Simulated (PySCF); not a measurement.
C2H7AlO2, SMILES C[O][AlH][O]C. Atoms are numbered in the order given.

```xyz
12

Al     0.0000     0.0000     1.0556
H      0.0000     0.0000     2.6173
O     -1.4897     0.0000     0.2511
C     -2.0818     0.0000    -1.0104
H     -2.7245     0.8902    -1.1409
H     -1.3426     0.0000    -1.8350
H     -2.7245    -0.8902    -1.1409
O      1.4897     0.0000     0.2511
C      2.0818     0.0000    -1.0104
H      1.3426     0.0000    -1.8350
H      2.7245     0.8902    -1.1409
H      2.7245    -0.8902    -1.1409
```
Charge 0, spin multiplicity 1.

Geometry: B3LYP-D3(BJ)/def2-SVP. The structure was generated by enumeration; whether it is a known compound was not checked. Other conformers were not sampled.

Two levels are set side by side: PBE/pcSseg-1 (PySCF) and PBE0/pcSseg-1 (PySCF). GIAO shifts against H2O (¹⁷O), TMS (¹H), TMS (¹³C) at the same level; non-relativistic, no solvent, atoms listed together averaged. Differences are taken from unrounded values.

```csv
quantity,PBE0
δ(¹H) of H2 (ppm),3.70
"δ(¹⁷O) of O3, O8 (ppm)",30.6
"δ(¹³C) of C4, C9 (ppm)",57.8
```

Q: What does PBE give, and how far is it from PBE0? (An estimate is asked for; the answer gives what the named calculation found.)

A: 
| quantity | PBE | PBE minus PBE0 |
|---|---|---|
| δ(¹H) of H2 (ppm) | 3.71 | 0.01 |
| δ(¹⁷O) of O3, O8 (ppm) | 50.8 | 20.2 |
| δ(¹³C) of C4, C9 (ppm) | 60.3 | 2.5 |

Rough cost on one machine, each run with all the roots and properties that it gave: PBE0 against PBE within a factor of 2.
